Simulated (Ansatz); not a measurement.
Basis-set extrapolation for C2H8AlB (`CC[BH][AlH2]`) (PBE0-D4/def2-TZVP geometry, frozen core, Ansatz). Multiplicity 1, RHF reference.

```csv
,def2-TZVPP,def2-QZVPP
HF,-346.992638,-347.004790
MP2 correlation,-0.533181,-0.567232
CCSD(T) correlation,-0.611617,not run
```

Energies in hartree. Use E(X) = E(∞) + A·exp(−7.88·√X) for Hartree–Fock and E(X) = E(∞) + B·X^(−2.97) for correlation, with X = 3 and 4, and add CCSD(T) minus MP2 of the smaller set to the MP2 limit.

Problem. What is the CCSD(T) energy at the basis-set limit?

Solution. HF limit: -347.004790 + (-0.012152) × 0.13774 = -347.00646. MP2 limit: -0.567232 + (-0.034051) × 0.74074 = -0.59245. Higher-order term: -0.611617 − (-0.533181) = -0.07844. Total: -347.67735 hartree, 191.9 kJ/mol below CCSD(T)/def2-TZVPP.
